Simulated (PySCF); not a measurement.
[VO2]+, singlet: data card

These are results of PBE0 in PySCF with V def2-TZVP, O def2-TZVP; no relativity; density-fitted integrals, not measurements.

The structure is a minimum.

* Point group: C2v
* Bond lengths: V–O 1.534 Å (×2)
* Bond angles: O–V–O 105.9°
* Zero-point energy: 16.7 kJ/mol
* Rotational constants: 1.003, 0.3516, 0.2603 cm⁻¹
* Principal polarisabilities: 11.7, 17.0, 34.3 bohr³
* Principal quadrupole moments (Buckingham, traceless) about the centre of mass: -5.33, 2.26, 3.07 D Å
* Dipole moment about the centre of mass: 5.22 D
* Highest occupied level: -15.97 eV
* Heat capacity Cp at 298.15 K: 40.7 J/(mol K)
* Enthalpy at 298.15 K above 0 K: 10.67 kJ/mol
* Lowest empty level: -10.76 eV
* Rotational symmetry number: 2
* Entropy at 298.15 K and 1 bar: 255.4 J/(mol K)

Harmonic modes (masses in u: V 50.944, O 15.995):
```tsv
symmetry	ω (cm⁻¹)	IR (km/mol)	μ (u)
a1	468	6.1	18.15
b2	1144	227	19.89
a1	1187	26.4	18.72
```

In C2v the vibrations span 2a1 + b2. Here b1 is antisymmetric to the molecular plane and b2 lies in it.

Charges (e):
```json
{"atom": "V1", "Mulliken": "1.57", "Löwdin": "0.98", "polar tensor": "1.98", "Mayer order to V1": "–"}
{"atom": "O2,3", "Mulliken": "-0.29", "Löwdin": "0.01", "polar tensor": "-0.49", "Mayer order to V1": "2.29"}
```

Mulliken populations on V1: s 6.02, p 12.11, d 3.26, f 0.03.

Formally V is in oxidation state +5, d0. A d0 centre has no lone pair, yet it is C2v rather than linear: covalent bonding through the d orbitals favours lower symmetry. The polar-tensor charge on V, 1.98, is far below the formal one.

Only a few start shapes were tried, so a lower isomer may exist.

The final relaxation and frequency run took roughly 40 core-seconds on a shared host.
